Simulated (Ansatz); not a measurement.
`N[Si](S)(Cl)C=O` + `OC(F)[SiH3]` → `O=COC(F)[SiH3]` + `N[SiH](S)Cl`  (substitution at a C–Si bond)

Calculated with Ansatz (gas phase, PBE0-D4/def2-TZVP geometries, no zero-point term in ΔE). CCSD(T)/CBS is the MP2 limit (def2-TZVPP, def2-QZVPP) plus CCSD(T) − MP2 in def2-TZVPP, frozen cores. Functionals use def2-TZVPP. B3LYP here is the variant with VWN-RPA as its local correlation; programs differ in this. One conformer a species, not always the lowest.

`N[Si](S)(Cl)C=O`:

Z-matrix (Å, degrees):
```
Si
S 1 2.121
Cl 1 2.056 2 114.1
N 1 1.692 2 110.6 3 -120.2
C 1 1.923 2 104.2 3 113.3
H 2 1.345 1 93.2 3 70.8
H 4 1.008 1 120.1 2 163.3
H 4 1.008 1 119.7 2 -50.2
O 5 1.205 1 121.1 2 121.2
H 5 1.116 1 119.0 2 -59.5
```

`OC(F)[SiH3]`:

```xyz
9

O    -1.562    0.042    0.460
C    -0.385    0.611    0.027
F    -0.572    1.201   -1.226
Si    0.944   -0.756   -0.130
H    -2.194    0.734    0.683
H    -0.066    1.434    0.682
H     0.436   -1.817   -1.031
H     2.176   -0.143   -0.685
H     1.224   -1.306    1.221
```

`O=COC(F)[SiH3]`:

Cartesian coordinates in Å:
```
O 0.630 -2.024 1.667
C 1.220 -1.642 0.707
O 0.792 -0.702 -0.165
C -0.493 -0.163 0.060
F -1.410 -0.966 -0.580
Si -0.547 1.600 -0.674
H 2.212 -1.988 0.389
H -0.719 -0.210 1.129
H -1.920 2.129 -0.489
H -0.196 1.531 -2.112
H 0.431 2.435 0.067
```

`N[SiH](S)Cl`:

```xyz
8

N     0.850    1.109    0.248
Si   -0.307   -0.127    0.269
S    -0.936   -0.350   -1.747
Cl    0.341   -1.975    0.938
H     1.070    1.623    1.086
H     1.620    1.093   -0.402
H    -1.370    0.268    1.215
H    -1.267   -1.643   -1.607
```

Question: Is it downhill or uphill in electronic energy at CCSD(T)/CBS, and by how much? (An estimate is asked.)

Answer: Ansatz gave: Downhill: ΔE = -46.0 kJ/mol.

Question: What do these levels give: PBE0-D4, B3LYP-D4, ωB97X-V, ωB97M-V, B2PLYP, PBE, r2SCAN, B3LYP, HF/def2-TZVPP, CCSD(T)/def2-TZVPP, HF/def2-QZVPP, CCSD/CBS(def2)? (Estimate.)

Answer: Computed: PBE0-D4 -51.4, B3LYP-D4 -48.8, ωB97X-V -54.4, ωB97M-V -49.8, B2PLYP -53.6, PBE -52.6, r2SCAN -57.7, B3LYP -53.4, HF/def2-TZVPP -61.2, CCSD(T)/def2-TZVPP -50.3, HF/def2-QZVPP -61.0, CCSD/CBS(def2) -45.3 kJ/mol.

Largest T1 diagnostic among the species: 0.015.

In def2-TZVPP, CCSD(T) changes the Hartree–Fock value by +10.9 kJ/mol (the triples alone add −0.7 kJ/mol) and MP2 by +9.6 kJ/mol. The D4 term adds +4.5 kJ/mol with B3LYP and +2.6 kJ/mol with PBE0; it sums over pairs of atoms, weighted by their polarisabilities, and B3LYP, whose exchange is more repulsive, gets the larger term.
